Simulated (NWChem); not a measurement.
# CH$_{6}$BeO$_{2}$Si; SMILES C[O][Be][O][SiH3]

```xyz
11

Be    -0.5125     0.0823     0.3346
O     -1.6510     0.3452     1.0852
C     -2.7456     0.7126     1.8241
H     -2.5288     1.5896     2.4612
H     -3.6005     0.9765     1.1752
H     -3.0749    -0.1067     2.4886
O      0.6503    -0.1895    -0.4324
Si     2.0037    -0.4680    -1.3177
H      1.7289    -1.4706    -2.3928
H      3.0997    -0.9958    -0.4477
H      2.4797     0.7958    -1.9611
```
Atoms are numbered in this order, from 1.

Program: NWChem. Pople sets run with spherical d functions. Structure relaxed at the PBE0/def2-SVP level. B3LYP is NWChem's, with the RPA form of VWN correlation. Vzz is the largest principal value of the second derivative of the potential at the nucleus (NWChem prints the opposite sign); η is the asymmetry. Non-relativistic.

```json
[
 {"level": "Hartree-Fock/def2-SVP", "Vzz Be1 (a.u.)": "-0.149", "η Be1": "0.00", "Vzz O2 (a.u.)": "1.533", "η O2": "0.00", "Vzz O7 (a.u.)": "0.749", "η O7": "0.00"},
 {"level": "Hartree-Fock/6-31G*", "Vzz Be1 (a.u.)": "…", "η Be1": "0.00", "Vzz O2 (a.u.)": "1.554", "η O2": "0.00", "Vzz O7 (a.u.)": "0.745", "η O7": "0.00"},
 {"level": "B3LYP/6-31G*", "Vzz Be1 (a.u.)": "-0.151", "η Be1": "0.00", "Vzz O2 (a.u.)": "1.489", "η O2": "0.00", "Vzz O7 (a.u.)": "0.716", "η O7": "0.00"},
 {"level": "B3LYP/cc-pVTZ", "Vzz Be1 (a.u.)": "-0.165", "η Be1": "0.00", "Vzz O2 (a.u.)": "1.563", "η O2": "0.00", "Vzz O7 (a.u.)": "0.751", "η O7": "0.00"}
]
```

### Question
What belongs in the gaps?

### Answer

- Hartree-Fock/6-31G*, Vzz Be1 (a.u.): -0.157
